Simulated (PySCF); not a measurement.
# Bond length, frequency and bond energy of CdF⁺ by level of theory

State: ¹Σ⁺ (singlet), closed shell. Set-up: Cd cc-pVDZ-PP with ECP28, F cc-pVDZ; scalar-relativistic core potentials (PySCF 2.14). De refers to Cd⁺ + F in their high-spin ground configurations, without counterpoise correction. A positive dipole points towards F; it is taken about the centre of mass and depends on that origin.

```csv
Level,Re (Å),ωe (cm⁻¹),De (eV),μ (D),"CPU s a point (SCF and correlation, without the integrals)"
RHF,1.902,675,0.446,-7.18,0.068
RHF-MP2,1.897,649,2.12,n/a,0.11
RHF-SCS-MP2,1.902,643,2.02,n/a,n/a
RHF-CCSD,1.905,636,1.88,n/a,n/a
RHF-CCSD(T),1.912,616,2.00,n/a,3.2
PBE,1.919,593,2.72,-4.75,0.46
r²SCAN,1.903,625,2.47,-5.23,0.58
TPSSh,1.909,617,2.42,-5.27,0.66
PBE0,1.901,632,2.21,-5.52,0.83
M06-2X,1.904,648,2.11,-6.02,0.65
ωB97X,1.896,653,2.54,-5.82,0.61
B2PLYP,1.909,621,2.21,-6.15,0.45
```

The bond length runs from 1.896 Å (ωB97X) to 1.919 Å (PBE). De spans 0.45 eV (RHF, mean field) to 2.72 eV (PBE, GGA). Correlation at CCSD(T) changes the Hartree–Fock bond energy by +1.55 eV; the triples alone change it by +0.12 eV.

Correlated steps freeze 1 core orbital. Correlated levels converge slowly with the basis: in double zeta they bind strong bonds too weakly, by up to about 1 eV, and carry superposition errors of some tenths. For an ion De counts to the pair picked by the measured ionisation energies or electron affinities, which need not be the lowest pair at this level. Where the molecule has an RHF reference, its open-shell atoms are computed with UHF. B2PLYP dipoles, levels and charges come from its SCF part alone. The CCSD T1 diagnostic is raised, a sign that a single reference may not be enough here.

The whole job (state search and all levels along the bond) took about 3.2 min on 1 thread of Intel Xeon Platinum 8488C (shared host), peak memory 0.66 GiB.
